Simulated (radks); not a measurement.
Results of a calculation; reference values are marked as such.
Task: S4+, configuration [Ne] 3s2. Level of theory: Dirac Kohn-Sham, B86b exchange with PBE correlation, spin-unpolarised, spherical densities, finite nucleus; Fermi nuclear charge, rms radius 3.2611 fm (a radial shooting solver on a logarithmic mesh with Libxc functionals). Some entries of the table are withheld. Estimate them.

orbital  occ.  eigenvalue (Ry)  <1/r> (bohr^-1)  <r^2> (bohr^2)
1s1/2       2        -181.4497            15.67         0.01262
2s1/2       2        -19.93470            3.081          0.2704
2p1/2       2        -15.95824            2.988             (1)
2p3/2       4        -15.86427            2.968             (2)
3s1/2       2         -4.85027              (3)           2.447
3p1/2       0         -3.94008              (4)           2.848
3p3/2       0         -3.92882              (5)           2.864
4s1/2       0         -2.01137           0.4420           11.19

Result: 
(1) 2p1/2 <r^2> (bohr^2): 0.2394
(2) 2p3/2 <r^2> (bohr^2): 0.2417
(3) 3s1/2 <1/r> (bohr^-1): 0.9481
(4) 3p1/2 <1/r> (bohr^-1): 0.8643
(5) 3p3/2 <1/r> (bohr^-1): 0.8613
